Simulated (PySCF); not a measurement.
CH4ClNOSi2, SMILES O[Si@@]1(Cl)N=C[SiH2]1. The structure is a stationary point at PBE-D3(BJ)/def2-SVP. The structure was generated by enumeration; whether it is a known compound was not checked. Other conformers were not sampled.

Method: PBE-D3(BJ)/def2-SVP (PySCF).

Harmonic wavenumbers (cm⁻¹): 84, 117, 162, 221, 255, 271, 376, 444, 458, 535, 564, 612, 707, 734, 781, 866, 890, 920, 1240, 1533, 2131, 2152, 2949, 3740. Rotational constants (GHz): 2.769, 1.346, 1.254; symmetry number 1.

Problem. Work out the zero-point energy and the ideal-gas rigid-rotor harmonic-oscillator thermochemistry at 298.15 K and 1 atm.

Solution. ZPE = ½ Σ hcν = ½ × 22743 cm⁻¹ = 136.03 kJ/mol. H − E(el) = 160.20 kJ/mol. Entropy in J/(mol K): translation 170.17, rotation 119.75, vibration 84.22, total 374.14. G − E(el) = 48.65 kJ/mol. Cp = 128.07 J/(mol K). Modes under 150 cm⁻¹ make the vibrational entropy uncertain.
